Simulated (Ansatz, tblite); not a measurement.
Spin states of Ni₂H₄⁻ (the lowest doublet isomer of a short search), each relaxed with PBE-D4/def2-TZVPD in Ansatz. Electronic energies in the gas phase.

The xTB rows come from tblite. Correlated methods freeze 10 core orbitals; core or outer-core shells of Ni are correlated, in sets that lack core-valence functions. HOMO above LUMO, or a gap near zero within one spin, warns that the state may not be the lowest or that an electron is smeared out. The structure comes from a short search, and lower isomers may exist.

Doublet geometry (Cs within 0.1 Å):

```xyz
6

Ni   -0.5272   -1.0879    0.0666
Ni    0.6504    0.8733   -0.5296
H    -1.6711   -1.5973    0.9824
H     0.7248    2.3937   -0.2309
H     0.2027    0.1140    0.7749
H     0.6205   -0.6957   -1.0633
```

Quartet geometry (Cs within 0.1 Å):

```xyz
6

Ni    0.265    1.139   -0.060
Ni    0.068   -1.139   -0.263
H     0.100    2.404    0.848
H    -0.323   -2.497    0.411
H    -1.045    0.072    0.200
H     0.935    0.021   -1.137
```

⟨S²⟩: doublet 1.46 at PBE0-D4/def2-TZVPD (pure 0.75), quartet 3.82 at PBE0-D4/def2-TZVPD (pure 3.75).

Run but left out: HF/STO-3G, r2SCAN-D4/def2-TZVPD, B3LYP-D4/def2-TZVPD, PBE0-D4/def2-TZVPD, HSE06-D4/def2-TZVPD, BHLYP-D4/def2-TZVPD, ωB97M-V/def2-TZVPD (doublet: ⟨S²⟩ 1.18 to 4.81, where a pure state has 0.75); HF/def2-TZVPD, MP2/def2-TZVPD, CCSD/def2-TZVPD, CCSD(T)/def2-TZVPD (flagged by the program: other amplitudes).

Only these spin states were relaxed. Higher spins weren't run and may lie lower.

```json
{"level": "GFN1-xTB", "quartet − doublet (kJ/mol)": "26.0", "lowest of these": "doublet", "remarks": "–"}
{"level": "PBE-D4/def2-TZVPD", "quartet − doublet (kJ/mol)": "55.4", "lowest of these": "doublet", "remarks": "HOMO above zero (doublet), HOMO above zero (quartet)"}
{"level": "RPA@PBE/def2-TZVPD", "quartet − doublet (kJ/mol)": "-1.8", "lowest of these": "tie", "remarks": "–"}
```

Question: Estimate the rows for GFN2-xTB, LDA (SPW92)/def2-TZVPD.

Answer: 
| level | quartet − doublet (kJ/mol) | lowest of these | remarks |
| --- | --- | --- | --- |
| GFN2-xTB | 102.7 | doublet | – |
| LDA (SPW92)/def2-TZVPD | 88.4 | doublet | HOMO above zero (doublet), HOMO above zero (quartet), gap within one spin near zero (quartet) |

The xTB methods have no spin-polarisation term.
